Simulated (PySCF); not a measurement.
## Structure from 2D NMR

Compound of formula C6H11ClO. Correlations simulated from computed shifts and the bond graph:

HSQC (one-bond C–H):
| δH | δC |
| --- | --- |
| 1.73 | 38.4 |
| 1.26 | 27.5 |
| 0.95 | 11.8 |

COSY cross peaks (H two or three bonds apart, from the bond graph; peaks can be absent where the dihedral angle is near 90°):
| δH | δH |
| --- | --- |
| 1.73 | 0.95 |

HMBC (two and three bonds, from the bond graph):
| δH | δC |
| --- | --- |
| 1.73 | 191.6, 53.8, 27.5, 11.8 |
| 1.26 | 191.6, 53.8, 38.4, 27.5 |
| 0.95 | 53.8, 38.4 |

Carbons without hydrogens: δ 191.6, 53.8.

Computational details: GIAO PBE0/pcSseg-1 shieldings, GFN2-xTB structure, in PySCF 2.14.0 with density-fitted response routines (no solvent, no relativistic terms, single conformer, equivalent nuclei averaged).

References, each an isolated molecule treated in the same way: TMS for ¹H (31.72 ppm), ¹³C (186.93 ppm).

Exchangeable hydrogens are left out of these lists.

Task: Work out the connectivity.

Result: SMILES CCC(C)(C)C(=O)Cl.

Atom-mapped SMILES (the numbers label the heavy atoms): `[CH3:1][CH2:2][C:3]([CH3:4])([CH3:5])[C:6](=[O:7])[Cl:8]`. Hydrogens are named by the atom that carries them.

δC 191.6 is C6, a carbonyl carbon. δC 53.8 is C3, a quaternary sp3 carbon α to a carbonyl. δC 38.4 is C2, an sp3 CH2 (δH 1.73). δC 27.5 is C4/C5, a methyl carbon (δH 1.26). δC 11.8 is C1, a methyl carbon (δH 0.95). HMBC from δH 1.73 reaches the proton-free carbons C6, C3. HMBC from δH 1.26 reaches the proton-free carbons C6, C3. HMBC from δH 0.95 reaches the proton-free carbon C3. COSY links 1.73–0.95.

The data come from this structure; uniqueness wasn't tested.

Carbons that carry Cl, above all several Cl atoms, come out too deshielded, partly because spin–orbit coupling is missing. Shifts are as computed. Against solution values, carbons near 30 ppm lie about +3 ppm off and those near 130 ppm about +5 ppm; carbons on Cl a further +6 ppm. Of 1211 compounds with measured shifts, 218 miss one by over three times the rms of a fit or turn the order of signals round; such compounds aren't used in these exercises.
